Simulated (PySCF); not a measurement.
**Correlation energy of Cl⁺ (chlorine, charge +1)**

[Ne] 3s1 3p5, high-spin 3P determinant (an excited configuration). Calculation: PySCF 2.14, in aug-cc-pV(D+d)Z (5s4p3d, 32 functions); the non-relativistic Hamiltonian (point nucleus). Frozen: [Ne]; 6 electrons correlated.

```csv
level,correlation energy (mhartree)
CCSD,-211.82
(T),-9.35
CCSD(T),-221.17
CCSDT,-222.20
```

Diagnostics: T1 = 0.016, D1 = 0.0318, largest double amplitude 0.207.

A double-excitation amplitude exceeds 0.15, a sign of near-degeneracy.

Cost of the coupled-cluster step: roughly 0.8 core-seconds, for 6 correlated electrons.

Iterations:

```
CC2 = 0
CCSD nocc = (np.int64(4), np.int64(2)), nmo = (27, 27)
frozen orbitals [[0, 1, 2, 3, 4], [0, 1, 2, 3, 4]]
max_cycle = 100
direct = 0
conv_tol = 1e-08
conv_tol_normt = 1e-06
diis_space = 8
diis_start_cycle = 0
Init t2, MP2 energy = -0.14416120254761
Init E_corr(UCCSD) = -0.144161202549621
cycle = 1  E_corr(UCCSD) = -0.177095829847044  dE = -0.0329346273  norm(t1,t2) = 0.120209
cycle = 2  E_corr(UCCSD) = -0.191133435788676  dE = -0.0140376059  norm(t1,t2) = 0.0755327
cycle = 3  E_corr(UCCSD) = -0.212979397080788  dE = -0.0218459613  norm(t1,t2) = 0.0487918
cycle = 4  E_corr(UCCSD) = -0.210066360787631  dE = 0.00291303629  norm(t1,t2) = 0.0067676
cycle = 5  E_corr(UCCSD) = -0.212361287458667  dE = -0.00229492667  norm(t1,t2) = 0.00469605
cycle = 6  E_corr(UCCSD) = -0.212020046798657  dE = 0.00034124066  norm(t1,t2) = 0.00226902
cycle = 7  E_corr(UCCSD) = -0.211826804376325  dE = 0.000193242422  norm(t1,t2) = 0.000995418
cycle = 8  E_corr(UCCSD) = -0.211813250461899  dE = 1.35539144e-05  norm(t1,t2) = 0.000248026
cycle = 9  E_corr(UCCSD) = -0.211814722931025  dE = -1.47246913e-06  norm(t1,t2) = 0.000107025
cycle = 10  E_corr(UCCSD) = -0.211823953993941  dE = -9.23106292e-06  norm(t1,t2) = 3.72507e-05
cycle = 11  E_corr(UCCSD) = -0.21182401367753  dE = -5.96835894e-08  norm(t1,t2) = 9.21761e-06
cycle = 12  E_corr(UCCSD) = -0.211823894249302  dE = 1.19428229e-07  norm(t1,t2) = 2.89889e-06
cycle = 13  E_corr(UCCSD) = -0.211823901898519  dE = -7.64921704e-09  norm(t1,t2) = 8.92326e-07
UCCSD converged
E(UCCSD) = -458.7253982355909  E_corr = -0.2118239018985189
UCCSD(T) correction = -0.00934571539151949
```
